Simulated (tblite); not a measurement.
Compound: C5H5F3Si.
Bonds: F1–C2, C2–F3, C2–F4, C2–C5, C5–C6 (double), C6–C7, C7–C8 (double), C8–Si9, C5–Si9. Hydrogens: H10 on C6; H11 on C7; H12 on C8; H13, H14 on Si9.

Computed with GFN2-xTB (tblite), gas phase: L-BFGS steps from a force-field or distance-geometry start until the largest atomic force falls under 0.01 eV/Å.

Step 4: E = -792.7932 eV
```
atom  x, y, z in Å  |  force x, y, z in eV/Å
F1      2.6170    0.7925    1.1363   -0.019   0.052   0.078
C2      2.0104    0.0250    0.2201    0.112  -0.005  -0.087
F3      2.4343   -1.2382    0.4382    0.030  -0.123   0.186
F4      2.5603    0.3518   -0.9714    0.055   0.175  -0.074
C5      0.5459    0.1029    0.1696   -0.051   0.017   0.047
C6     -0.2698    0.8476    0.9271   -0.069  -0.049  -0.055
C7     -1.6905    0.6909    0.6128    0.040   0.002   0.012
C8     -1.9734   -0.1662   -0.3767   -0.186   0.045   0.056
Si9    -0.4197   -0.9333   -1.0862    0.093   0.055   0.034
H10     0.0475    1.5200    1.7164    0.002  -0.099  -0.121
H11    -2.4305    1.2514    1.1709    0.106  -0.049  -0.048
H12    -2.9631   -0.3909   -0.7221   -0.247   0.137   0.123
H13    -0.1591   -0.4991   -2.4482    0.074  -0.028  -0.126
H14    -0.3101   -2.3549   -0.8090    0.059  -0.130  -0.027
```

Step 5: E = -792.8008 eV
```
atom  x, y, z in Å  |  force x, y, z in eV/Å
F1      2.6239    0.7970    1.1414   -0.157  -0.058  -0.051
C2      2.0104    0.0282    0.2224    0.168  -0.029  -0.021
F3      2.4350   -1.2371    0.4410    0.009  -0.046   0.187
F4      2.5608    0.3542   -0.9679    0.060   0.184  -0.075
C5      0.5435    0.1012    0.1672    0.122  -0.015   0.026
C6     -0.2717    0.8439    0.9233    0.008   0.029   0.038
C7     -1.6871    0.6881    0.6114   -0.079  -0.020  -0.034
C8     -1.9791   -0.1672   -0.3771   -0.165   0.030   0.032
Si9    -0.4236   -0.9338   -1.0884    0.080   0.010   0.019
H10     0.0477    1.5163    1.7114   -0.003  -0.090  -0.107
H11    -2.4232    1.2490    1.1683    0.027   0.007   0.014
H12    -2.9756   -0.3819   -0.7137   -0.178   0.119   0.114
H13    -0.1551   -0.5019   -2.4503    0.060  -0.024  -0.112
H14    -0.3066   -2.3565   -0.8112    0.047  -0.098  -0.030
```

Step 6: E = -792.8086 eV
```
atom  x, y, z in Å  |  force x, y, z in eV/Å
F1      2.6285    0.8010    1.1461   -0.240  -0.123  -0.132
C2      2.0129    0.0310    0.2243    0.171  -0.051   0.020
F3      2.4359   -1.2364    0.4474    0.016   0.041   0.144
F4      2.5626    0.3602   -0.9652    0.071   0.144  -0.038
C5      0.5444    0.0984    0.1645    0.099   0.036   0.069
C6     -0.2738    0.8405    0.9201    0.145  -0.060  -0.050
C7     -1.6850    0.6847    0.6093   -0.122  -0.020  -0.045
C8     -1.9879   -0.1682   -0.3773   -0.097  -0.019  -0.029
Si9    -0.4269   -0.9341   -1.0904    0.035  -0.036  -0.010
H10     0.0480    1.5108    1.7042    0.013  -0.016  -0.017
H11    -2.4150    1.2467    1.1659   -0.074   0.076   0.087
H12    -2.9930   -0.3697   -0.7022   -0.084   0.091   0.096
H13    -0.1497   -0.5054   -2.4545    0.036  -0.031  -0.058
H14    -0.3018   -2.3599   -0.8144    0.029  -0.033  -0.037
```

**Question.** Estimate the geometry and energy of step 7. (The exact step hangs on the optimiser's Hessian estimate; all steps are aligned on step 6, rigid shifts and turns removed.)

**Answer.** E = -792.8144 eV, largest force 0.269 eV/Å
```
atom  x, y, z in Å  |  force x, y, z in eV/Å
F1      2.6282    0.8025    1.1482   -0.221  -0.102  -0.114
C2      2.0174    0.0320    0.2254    0.060  -0.048   0.016
F3      2.4372   -1.2356    0.4556    0.041   0.083   0.076
F4      2.5655    0.3679   -0.9639    0.075   0.070   0.014
C5      0.5463    0.0971    0.1638    0.174  -0.081  -0.071
C6     -0.2733    0.8359    0.9156    0.076   0.032   0.043
C7     -1.6849    0.6817    0.6069   -0.095   0.007  -0.015
C8     -1.9962   -0.1691   -0.3778   -0.030  -0.054  -0.073
Si9    -0.4288   -0.9348   -1.0920   -0.013  -0.053  -0.031
H10     0.0487    1.5063    1.6984    0.013   0.011   0.016
H11    -2.4097    1.2463    1.1656   -0.104   0.095   0.108
H12    -3.0091   -0.3582   -0.6913   -0.002   0.057   0.070
H13    -0.1446   -0.5090   -2.4592    0.014  -0.042   0.004
H14    -0.2974   -2.3635   -0.8176    0.015   0.024  -0.042
```

The energy changes by -0.0058 eV. The first-order estimate −F·Δx gives -0.0086 eV and the mean of the old and new forces, exact on a quadratic surface, -0.0058 eV. The step makes an angle of 60° with the force vector and moves no atom by more than 0.023 Å.

What follows is the cost of the whole relaxation. On one thread of an Arm Neoverse V2, shared host, this took 0.18 s of wall time.
